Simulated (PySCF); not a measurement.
## A survey of ³³S NMR shifts

[PySCF: NMR shieldings at PBE0/pcSseg-1/GIAO; structure optimised with GFN2-xTB; relativity neglected; averaged over atoms made equivalent by symmetry, fast rotation or ring inversion; one conformer; no solvent]

Shieldings were converted by a linear fit to measured shifts: ³³S (scatter 33.3 ppm rms vs sulfate, solution or neat liquid). Occasional misses reach two or three times the rms, and more in compound classes unlike the fitted ones.

**Question.** Give the ³³S shifts of `C=Cc1c[nH]c2ccsc12`, `O=S(=O)(Cl)C(F)F`, `O=C1CC[PH](=S)CC1`, `N#C[C@@H]1CCSCS1`, `C=CP(C=C)CSC`.

**Answer.** 
| compound | environment | δ (ppm) |
| --- | --- | --- |
| C=Cc1c[nH]c2ccsc12 | aromatic ring sulfur | -189 |
| O=S(=O)(Cl)C(F)F | sulfonyl sulfur | 5 |
| O=C1CC[PH](=S)CC1 | sulfur bonded to P | -600 |
| [N:1]#[C:2][C@@H:3]1[CH2:4][CH2:5][S:6][CH2:7][S:8]1 | S8: sulfide sulfur | -215 |
| [N:1]#[C:2][C@@H:3]1[CH2:4][CH2:5][S:6][CH2:7][S:8]1 | S6: sulfide sulfur | -273 |
| C=CP(C=C)CSC | sulfide sulfur | -374 |

**Question.** Match the shifts 33, -102, -198, -288, -406, -597 ppm to `C=Cc1cc2[nH]ccc2s1`, `[SiH3]c1pccs1`, `C=CP1CCSCC1`, `CC#C[P@H](=S)C(C)C`, `C/C=C/P1(=S)CCC1`, `C1=C[C@H](c2cccs2)[SiH2]C1`.

**Answer.** 33: [SiH3]c1pccs1 (aromatic ring sulfur); -102: C1=C[C@H](c2cccs2)[SiH2]C1 (aromatic ring sulfur); -198: C=Cc1cc2[nH]ccc2s1 (aromatic ring sulfur); -288: C=CP1CCSCC1 (sulfide sulfur); -406: C/C=C/P1(=S)CCC1 (sulfur bonded to P); -597: CC#C[P@H](=S)C(C)C (sulfur bonded to P).
